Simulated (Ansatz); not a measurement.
TaCl2O2, that is [TaO2Cl2]- with one electron fewer. Total charge 0; doublet. Geometry PBE-D4/def2-SVPD, that of the charge -1 singlet; atoms count from 1.

Cartesian coordinates in Å:
```
Ta -0.018 -0.021 -0.097
O 0.193 -1.584 -0.907
O -0.598 1.112 -1.332
Cl 2.124 0.736 0.718
Cl -1.701 -0.244 1.618
```

In the def2 sets Ta takes a core potential; there is no spin–orbit coupling.

Q: Estimate the Mulliken populations from the PBE0/def2-TZVPD orbitals of Ansatz.

A: 
| atom | charge (e) | spin (α − β) | d electrons |
| --- | --- | --- | --- |
| Ta1 | 1.70 | -0.27 | 2.59 |
| O2 | -0.35 | 0.63 | – |
| O3 | -0.35 | 0.63 | – |
| Cl4 | -0.49 | 0.01 | – |
| Cl5 | -0.49 | 0.01 | – |
Mulliken values and Mayer orders depend strongly on the basis. With diffuse functions, as here, like atoms can get unlike values, and bond orders can come out too low or too high.

Q: Where does the spin sit?

A: Summed by element: Ta -0.27, O 1.25, Cl 0.01, of 1 unpaired in all. Largest on single atoms: O2 0.63, O3 0.63, Ta1 -0.27.

Q: And the Mayer bond orders between bonded heavy atoms (over 0.3)?

A: Ta1–O2 1.61 (1.77 Å); Ta1–O3 1.61 (1.77 Å); Ta1–Cl4 0.83 (2.41 Å); Ta1–Cl5 0.83 (2.41 Å).
